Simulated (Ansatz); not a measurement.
Consider the substitution at a C–Si bond: `F[SiH2]CS` + `[SH][GeH3]` → `SC[S][GeH3]` + `F[SiH3]`.

Computed with Ansatz on PBE0-D4/def2-TZVP structures; ΔE is electronic, products minus reactants. CBS: MP2 limit from def2 TZ/QZ plus the TZ coupled-cluster correction, frozen cores. This one scheme is used for every species. For Ge outer-core shells are correlated without core-valence functions, which leaves a few kJ/mol of doubt a bond. Scalar relativity is left out up to krypton. One conformer a species, not always the lowest.

`F[SiH2]CS`:

```xyz
9

F    -0.972   -1.702    0.040
Si    0.238   -0.829    0.630
C     0.031    0.921    0.027
S    -0.058    0.979   -1.784
H     0.152   -0.909    2.110
H     1.508   -1.406    0.134
H     0.924    1.493    0.298
H    -0.827    1.425    0.479
H    -0.995    0.029   -1.935
```

`[SH][GeH3]`:

```xyz
6

S     1.314    1.020   -0.443
Ge   -0.275   -0.482   -0.039
H     0.798    1.947    0.382
H    -1.650    0.071   -0.443
H    -0.284   -0.867    1.449
H     0.097   -1.689   -0.906
```

`SC[S][GeH3]`:

```xyz
10

S    -1.625   -0.744   -0.917
C     0.093   -0.336   -1.325
S     1.211   -0.956   -0.049
Ge    0.560    0.304    1.670
H    -2.201    0.060   -1.829
H     0.397   -0.829   -2.248
H     0.207    0.742   -1.436
H     1.760    0.311    2.628
H     0.274    1.715    1.131
H    -0.676   -0.267    2.375
```

`F[SiH3]`:

Z-matrix (Å, degrees):
```
Si
F 1 1.600
H 1 1.482 2 108.3
H 1 1.482 2 108.3 3 -120.0
H 1 1.482 2 108.3 3 120.0
```

```csv
species,CCSD(T)/def2-TZVPP energy (Eh)
`F[SiH2]CS`,-827.63280
`[SH][GeH3]`,-2475.75264
`SC[S][GeH3]`,-2912.71655
`F[SiH3]`,-390.64695
```

(1) Work out ΔE.

Largest T1 diagnostic among the species: 0.011.

Results:

(1) ΔE = (-2912.71655) + (-390.64695) − (-827.63280) − (-2475.75264) = 0.02194 Eh = +0.60 eV. CCSD(T)/CBS gives +0.57 eV.

In def2-TZVPP, CCSD(T) changes the Hartree–Fock value by −0.06 eV (the triples alone add −0.03 eV) and MP2 by −0.09 eV. The D4 term adds −0.06 eV with B3LYP and −0.03 eV with PBE0; it sums over pairs of atoms, weighted by their polarisabilities, and B3LYP, whose exchange is more repulsive, gets the larger term.

B3LYP here is the variant with VWN-RPA as its local correlation; programs differ in this.
